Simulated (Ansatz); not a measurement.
Reaction (ligand exchange at the Si–C bond): `O=[C]([SiH3])[SnH3]` + `CCSS` → `CCSS[SiH3]` + `O=[CH][SnH3]`

Program: Ansatz. Geometries: PBE0-D4/def2-TZVP. ΔE: electronic, gas phase. CCSD(T)/CBS is the MP2 limit (def2-TZVPP, def2-QZVPP) plus CCSD(T) − MP2 in def2-TZVPP, frozen cores. DFT in def2-TZVPP. B3LYP here is the variant with VWN-RPA as its local correlation; programs differ in this. Elements past krypton have def2 core potentials. For Sn outer-core shells are correlated without core-valence functions, which leaves a few kJ/mol of doubt a bond. One conformer a species, not always the lowest.

Is it downhill or uphill in electronic energy at CCSD(T)/CBS, and by how much? (An estimate is asked.)

Computed: Downhill: ΔE = -0.74 eV.

What do these levels give: r2SCAN-D4, ωB97X-V, ωB97M-V, B2PLYP, PBE, PBE0, B3LYP, HF/def2-TZVPP, MP2/def2-TZVPP, CCSD/def2-TZVPP, HF/def2-QZVPP, MP2/def2-QZVPP? (Best estimate.)

Ansatz gave: r2SCAN-D4 -0.71, ωB97X-V -0.74, ωB97M-V -0.74, B2PLYP -0.71, PBE -0.65, PBE0 -0.72, B3LYP -0.66, HF/def2-TZVPP -0.78, MP2/def2-TZVPP -0.80, CCSD/def2-TZVPP -0.74, HF/def2-QZVPP -0.77, MP2/def2-QZVPP -0.80 eV.

Largest T1 diagnostic among the species: 0.016.

From PBE to PBE0 (25 % exact exchange), in def2-TZVPP and without D4, ΔE moves by −0.07 eV. The D4 term adds −0.04 eV with B3LYP and −0.02 eV with PBE0; it sums over pairs of atoms, weighted by their polarisabilities, and B3LYP, whose exchange is more repulsive, gets the larger term.
